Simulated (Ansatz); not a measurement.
A nudged elastic band was laid between two geometries of CH6Si + ClH3Si (13 atoms, charge 0, multiplicity 1).

All numbers below come from Ansatz 0.2.0, RKS PBE/def2-SVP.

```json
{
 "movable images": "5",
 "climbing image": "yes",
 "spring": "5.0 eV/Å²",
 "optimiser": "quadratic models (default)",
 "start path": "through a guess of the saddle point",
 "force threshold": "0.5 eV/Å",
 "iteration limit": "60",
 "end points": "relaxed"
}
```

Image 0:

```xyz
13
Properties=species:S:1:pos:R:3
Si -1.142 1.612 0.307
C -0.744 1.120 -1.476
H -1.250 0.395 1.191
H -2.459 2.345 0.370
H -0.078 2.516 0.873
Si 1.480 -2.326 0.876
Cl 2.274 -0.428 0.519
H 2.346 -3.025 1.883
H 0.085 -2.174 1.404
H 1.469 -3.093 -0.413
H -1.528 0.452 -1.888
H -0.683 2.017 -2.126
H 0.229 0.590 -1.521
```

Image 6:

```xyz
13
Properties=species:S:1:pos:R:3
Si -0.559 2.222 1.813
C 0.103 -0.755 -1.868
H -0.298 2.945 3.102
H -1.314 0.953 2.070
H -1.329 3.107 0.876
Si 0.437 -1.920 -0.415
Cl 1.276 1.750 0.933
H -0.396 -1.536 0.783
H 0.087 -3.340 -0.781
H 1.889 -1.886 -0.014
H -0.967 -0.781 -2.158
H 0.366 0.286 -1.591
H 0.706 -1.044 -2.753
```

Q: What changes between the two ends?

A: Bonds broken: Si1–C2, Si6–Cl7. Bonds formed: Si1–Cl7, C2–Si6.

Q: What energy profile does the band end with?

A: It converged. The highest image is number 3 of 0 to 6, 60.0 kcal/mol above the ends, which have the same energy within 2 meV. The threshold of 0.5 eV/Å is loose, so the images may lie well off the minimum-energy path. Neighbouring images differ by up to 1.9 eV, so the band resolves the path poorly. The order of the stationary point at the top wasn't checked. The orbitals stay closed-shell, which can raise the energy where a bond breaks towards radicals; this wasn't checked here.

```csv
image,path coordinate (Å),energy (kcal/mol),Si1–C2 (Å),Si6–Cl7 (Å),Si1–Cl7 (Å)
0,0.00,0.0,1.89,2.09,3.98
1,1.76,1.0,1.89,2.09,3.57
2,3.51,17.3,1.91,2.12,3.05
3,5.27,60.0,2.12,2.54,2.51
4,7.02,16.3,3.18,3.06,2.11
5,8.78,0.8,4.03,3.59,2.09
6,10.54,0.0,4.78,4.00,2.09
```

Q: What is the geometry of the highest image?

A: 
```xyz
13
Properties=species:S:1:pos:R:3
Si -0.423 1.271 0.752
C -0.387 0.087 -1.007
H -0.371 0.711 2.143
H -1.918 1.408 0.483
H 0.080 2.670 0.544
Si 0.559 -1.424 0.115
Cl 1.996 0.601 0.627
H 0.434 -1.542 1.606
H -0.530 -2.355 -0.406
H 1.800 -1.973 -0.527
H -1.410 -0.218 -1.298
H -0.194 1.144 -1.331
H 0.362 -0.381 -1.701
```

Time of the run: 46 s on 2 threads of Arm Neoverse V2 (shared host), peak memory 0.16 GiB.
